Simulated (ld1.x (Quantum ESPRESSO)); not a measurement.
Before and after: PAW potential for gallium (Ga)

| Property | Result |
| --- | --- |
| Element | Ga (Z = 31) |
| Generator | ld1.x (Quantum ESPRESSO) 7.5 |
| Type | PAW |
| Functional | PBEsol |
| Relativity | scalar-relativistic |
| Frozen core | [Ne] |
| Valence charge | 21 |
| Reference configuration | 3s2 3p6 3d10 4s1 4p0 (charge +2) |
| Partial waves | 3s (bound): rcut 0.95, rcutus 1.05 bohr; 4s (bound): rcut 0.95, rcutus 1.05 bohr; 3p (bound): rcut 1.20, rcutus 1.45 bohr; 4p (bound, empty): rcut 1.20, rcutus 1.45 bohr; 3d (bound): rcut 0.75, rcutus 0.95 bohr; 3d channel at -2.5 Ry: rcut 0.75, rcutus 0.95 bohr |
| Local potential | all-electron potential smoothed inside 1.00 bohr (lloc = -1) |
| Core correction | Bessel-smoothed model core inside 0.80 bohr |
| Augmentation charge | BESSEL, radius 0.75 bohr |

All-electron outer shells of the reference configuration (PBEsol, scalar-relativistic, ld1.x):

```json
{"shell": "2p", "level (eV)": "-1118.50", "outermost node (bohr)": "–", "outermost maximum (bohr)": "0.15"}
{"shell": "3s", "level (eV)": "-168.13", "outermost node (bohr)": "0.27", "outermost maximum (bohr)": "0.56"}
{"shell": "3p", "level (eV)": "-119.04", "outermost node (bohr)": "0.24", "outermost maximum (bohr)": "0.56"}
{"shell": "3d", "level (eV)": "-39.39", "outermost node (bohr)": "–", "outermost maximum (bohr)": "0.53"}
{"shell": "4s", "level (eV)": "-26.03", "outermost node (bohr)": "0.80", "outermost maximum (bohr)": "1.78"}
{"shell": "4p", "level (eV)": "-17.65", "outermost node (bohr)": "0.86", "outermost maximum (bohr)": "2.12"}
```

Change: functional LDA (PZ).

Cutoffs: the cutoffs (Ry, on a coarse ladder) from which the occupation-weighted sum of valence levels, in a spherical-Bessel basis at the reference potential, stays within 10 and 1 mRy of its value at 400 Ry; they do not see the model core or the augmentation charge, which bear on the density cutoff. Errors are all-electron minus pseudo energies relative to the spin-unpolarised reference configuration.

**Question.** Predict the effect on cutoff, ghosts and configuration errors.

**Answer.** The potential gets neither clearly harder nor softer (180 Ry and 300 Ry → 180 Ry and 300 Ry); the number of tests with a reliable result goes from 7 to 9; of the 7 tests that both files solve, the error grows in 2 and shrinks in 0 by more than 15 % and 0.3 meV (median size 2.5 → 3.2 meV); neither file shows a bound ghost.

| quantity | base | changed |
| --- | --- | --- |
| cutoff, loose | 180 Ry | 180 Ry |
| cutoff, tight | 300 Ry | 300 Ry |
| bound ghosts | none | none |
| error for 3s2 3p6 3d10 4s2 4p1, meV [ΔE -26.82 → -27.39 eV] | +3.2 | +3.2 |
| error for 3s2 3p6 3d10 4s2 4p0, meV [ΔE -21.14 → -21.50 eV] | +2.1 | +2.0 |
| error for 3s2 3p6 3d10 4s0 4p0, meV [ΔE 31.12 → 31.60 eV] | -3.2 | -3.2 |
| error for 3s2 3p6 3d10 4s1 4p2, meV [ΔE -20.26 → -20.78 eV] | +3.0 | +3.2 |
| error for 3s2 3p6 3d9 4s2 4p1, meV [ΔE 0.90 → 0.57 eV] | -2.5 | -4.3 |
| error for 3s2 3p6 3d10 4s1 4p1, meV [ΔE -13.73 → -14.05 eV] | +1.9 | +1.9 |
| error for 3s2 3p6 3d9 4s2 4p2, meV [ΔE -6.49 → -6.99 eV] | -2.1 | -3.7 |
| s: phases at 1.60 bohr within 0.05 rad from the reference energy up to (Ry; the scan ends near 5) | to the end of the scan | to the end of the scan |
| p: phases at 1.60 bohr within 0.05 rad from the reference energy up to (Ry; the scan ends near 5) | to the end of the scan | to the end of the scan |
| d: phases at 1.60 bohr within 0.05 rad from the reference energy up to (Ry; the scan ends near 5) | to the end of the scan | to the end of the scan |
| lowest overlap eigenvalue by channel | s 0.05, p 0.74, d 0.89 | s 0.05, p 0.74, d 0.89 |
